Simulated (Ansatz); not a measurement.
A nudged elastic band was laid between two geometries of Cl$_{2}$GaH$_{4}$NO (9 atoms, charge 0, multiplicity 1).

These are results of Ansatz, RHF/def2-SVP, not measurements.

```yaml
movable_images: 7
climbing_image: yes
spring: 0.5 eV/Å²
optimiser: quadratic models (default)
start_path: through a guess of the saddle point
force_threshold: 0.05 eV/Å
iteration_limit: 60
end_points: relaxed
```

First end point:

```xyz
9
Properties=species:S:1:pos:R:3
Ga -0.054 0.108 0.372
N 0.035 -0.252 2.171
H -0.642 -0.880 2.563
H 0.931 -0.441 2.579
Cl 1.766 0.279 -0.792
Cl -1.848 -0.504 -0.710
O -0.615 2.122 0.617
H -1.342 2.466 0.113
H -0.766 2.285 1.542
```

Last end point:

```xyz
9
Properties=species:S:1:pos:R:3
Ga -0.296 0.540 0.104
N -0.091 0.126 2.128
H -0.718 -0.604 2.431
H 0.851 -0.141 2.370
Cl 1.722 0.213 -0.657
Cl -1.777 -0.926 -0.542
O -0.837 2.221 0.362
H -1.068 2.777 -0.364
H -0.323 0.975 2.622
```

Task: What changes between the two ends?

Result: Bonds broken: O7–H9. Bonds formed: N2–H9.

Task: What energy profile does the band end with?

Result: The forces met the threshold. The highest image is number 3 of 0 to 8, 13.8 kcal/mol above the first end and 31.7 kcal/mol above the last; the last end lies 17.8 kcal/mol below the first. Another band between the same ends (7 images) ends at a top of the same energy, where a vibrational analysis finds 1 clearly imaginary mode. The orbitals stay closed-shell, which can raise the energy where a bond breaks towards radicals; this wasn't checked here.

| image | path coordinate (Å) | energy (kcal/mol) | O7–H9 (Å) | N2–H9 (Å) |
| --- | --- | --- | --- | --- |
| 0 | 0.00 | 0.0 | 0.95 | 2.73 |
| 1 | 0.48 | 0.8 | 0.96 | 2.31 |
| 2 | 0.96 | 4.0 | 0.97 | 1.87 |
| 3 | 1.44 | 13.8 | 1.17 | 1.35 |
| 4 | 1.81 | -1.6 | 1.57 | 1.07 |
| 5 | 2.17 | -11.8 | 1.95 | 1.02 |
| 6 | 2.54 | -15.7 | 2.24 | 1.01 |
| 7 | 2.90 | -17.4 | 2.47 | 1.01 |
| 8 | 3.25 | -17.8 | 2.63 | 1.01 |

Task: What is the geometry of the highest image?

Result: 
```xyz
9
Properties=species:S:1:pos:R:3
Ga -0.095 0.236 0.095
N -0.106 0.090 2.042
H -0.784 -0.521 2.465
H 0.769 -0.026 2.526
Cl 1.830 0.186 -0.874
Cl -1.789 -0.692 -0.882
O -0.567 2.001 0.770
H -1.305 2.559 0.571
H -0.488 1.349 1.739
```

The band took 13 iterations and roughly 6 core-minutes.

Run time: 3 min on 2 threads of Arm Neoverse V1 (shared host), peak memory 0.27 GiB.
